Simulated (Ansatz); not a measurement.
`[F][GaH][GeH3]`, 7 atoms. Charge 0, multiplicity 1. Correlated methods include outer-core shells of Ga, Ge, which these sets cover unevenly. Scalar relativity is left out up to krypton. Hardware: A = 2 threads of an AMD EPYC 7R13 on a shared host; B = 2 threads of an AMD EPYC 7R13 on a shared host and a share of an NVIDIA H100 80 GB. Correlated methods freeze the cores. Open-shell runs search over several starts.

Question: How many basis functions does each run have, and how long does it take in Ansatz? RKS CAM-B3LYP-D4/def2-TZVPP energy [A]; UKS B3LYP-D4/def2-TZVPP energy of the cation [A]; UKS PBE0-D4/def2-TZVPP energy of the cation [A]; RKS PBE0-D4/def2-TZVP relaxation (7 steps) [A]; RKS PBE0-D4/def2-TZVP frequencies [A]; UHF-CCSD(T)/def2-TZVPP energy of the cation [B]; UKS ωB97X-V/def2-TZVPP energy of the cation [A]; RKS PBE0-D4/def2-SVP energy [A]; RKS ωB97M-V/def2-SVP energy [A]; RKS HSE06 (plane-wave form)-D4/def2-TZVPP energy [A]; UHF-MP2/def2-QZVPP energy of the cation [B]; UKS B2PLYP (frozen core)/def2-TZVPP energy of the cation [A]. (Estimate.)

Answer: Ansatz gave: Other jobs shared the machine, so times are rough.

| level | job | functions | wall time | peak host memory (GiB) |
| --- | --- | --- | --- | --- |
| RKS PBE0-D4/def2-SVP | energy [A] | 98 | 1.4 s | 0.39 |
| RKS HSE06 (plane-wave form)-D4/def2-TZVPP | energy [A] | 183 | 2.8 s | 0.55 |
| RKS CAM-B3LYP-D4/def2-TZVPP | energy [A] | 183 | 2.9 s | 0.59 |
| RKS ωB97M-V/def2-SVP | energy [A] | 98 | 4.6 s | 0.39 |
| UKS PBE0-D4/def2-TZVPP | energy of the cation [A] | 183 | 5.5 s | 0.69 |
| UHF-CCSD(T)/def2-TZVPP | energy of the cation [B] | 183 | 5.5 s | 0.85 |
| UHF-MP2/def2-QZVPP | energy of the cation [B] | 355 | 6 s | 0.98 |
| UKS B3LYP-D4/def2-TZVPP | energy of the cation [A] | 183 | 6 s | 0.69 |
| UKS B2PLYP (frozen core)/def2-TZVPP | energy of the cation [A] | 183 | 14 s | 0.83 |
| UKS ωB97X-V/def2-TZVPP | energy of the cation [A] | 183 | 14 s | 0.9 |
| RKS PBE0-D4/def2-TZVP | relaxation (7 steps) [A] | 151 | 24 s | 0.45 |
| RKS PBE0-D4/def2-TZVP | frequencies [A] | 151 | 75 s | 0.46 |

B3LYP here is the variant with VWN-RPA as its local correlation; programs differ in this.
